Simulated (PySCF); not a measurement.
H5InOSi. Atoms are numbered in the order given.

```xyz
8

In     0.0344    -0.9722     0.0000
H     -1.3193    -2.0181     0.0000
H      1.7421    -1.1456     0.0000
O     -0.5580     0.9478     0.0000
Si     0.1003     2.4542     0.0000
H     -0.3272     3.2248    -1.2111
H     -0.3272     3.2248     1.2111
H      1.6036     2.4116     0.0000
```
Charge 0, spin multiplicity 1.

The structure is a stationary point at PBE0-D3(BJ)/def2-SVP. The def2 effective core potentials stand for the cores of In; spin–orbit coupling is left out.

These are TDA-M06-2X/def2-SVPD (PySCF 2.14.0) values and carry that method's errors.

Vertical excitations. Gas-phase values at a fixed geometry. State labels are in the subgroup Cs.

Problem. List the lowest excited states. (The exact figures need the calculation; the answer reports its results.)

Solution. 
```json
[
 {"state": "S1", "symmetry": "A\"", "energy (eV)": "5.21", "λ (nm)": "238", "f": "0.001", "main pairs": "HOMO→LUMO 82 %, HOMO−2→LUMO 16 %"},
 {"state": "S2", "symmetry": "A'", "energy (eV)": "5.91", "λ (nm)": "210", "f": "0.051", "main pairs": "HOMO−1→LUMO 89 %"},
 {"state": "S3", "symmetry": "A\"", "energy (eV)": "5.96", "λ (nm)": "208", "f": "0.004", "main pairs": "HOMO−2→LUMO 79 %, HOMO→LUMO 13 %"},
 {"state": "S4", "symmetry": "A\"", "energy (eV)": "6.60", "λ (nm)": "188", "f": "0.006", "main pairs": "HOMO−1→LUMO+1 79 %"},
 {"state": "S5", "symmetry": "A'", "energy (eV)": "6.64", "λ (nm)": "187", "f": "0.051", "main pairs": "HOMO→LUMO+1 73 %"},
 {"state": "S6", "symmetry": "A\"", "energy (eV)": "7.41", "λ (nm)": "167", "f": "0.063", "main pairs": "HOMO−3→LUMO 81 %"},
 {"state": "S7", "symmetry": "A'", "energy (eV)": "7.51", "λ (nm)": "165", "f": "0.022", "main pairs": "HOMO−2→LUMO+1 43 %, HOMO−2→LUMO+3 19 %, HOMO→LUMO+2 14 %, HOMO−2→LUMO+2 12 %"},
 {"state": "S8", "symmetry": "A'", "energy (eV)": "7.64", "λ (nm)": "162", "f": "0.183", "main pairs": "HOMO→LUMO+3 62 %, HOMO→LUMO+2 23 %"},
 {"state": "S9", "symmetry": "A\"", "energy (eV)": "7.77", "λ (nm)": "160", "f": "0.024", "main pairs": "HOMO−1→LUMO+3 57 %, HOMO−1→LUMO+2 20 %"},
 {"state": "S10", "symmetry": "A'", "energy (eV)": "7.91", "λ (nm)": "157", "f": "0.004", "main pairs": "HOMO→LUMO+2 39 %, HOMO→LUMO+1 12 %, HOMO→LUMO+3 11 %, HOMO→LUMO+4 9 %"},
 {"state": "T1", "symmetry": "A\"", "energy (eV)": "4.91", "λ (nm)": "252", "f": "0", "main pairs": "HOMO→LUMO 64 %, HOMO−2→LUMO 33 %"},
 {"state": "T2", "symmetry": "A'", "energy (eV)": "5.43", "λ (nm)": "229", "f": "0", "main pairs": "HOMO−1→LUMO 86 %"},
 {"state": "T3", "symmetry": "A\"", "energy (eV)": "5.69", "λ (nm)": "218", "f": "0", "main pairs": "HOMO−2→LUMO 58 %, HOMO→LUMO 27 %"},
 {"state": "T4", "symmetry": "A'", "energy (eV)": "5.79", "λ (nm)": "214", "f": "0", "main pairs": "HOMO→LUMO+1 48 %, HOMO−2→LUMO+1 23 %, HOMO−2→LUMO+3 11 %"}
]
```
Triplets are in the Tamm–Dancoff approximation.
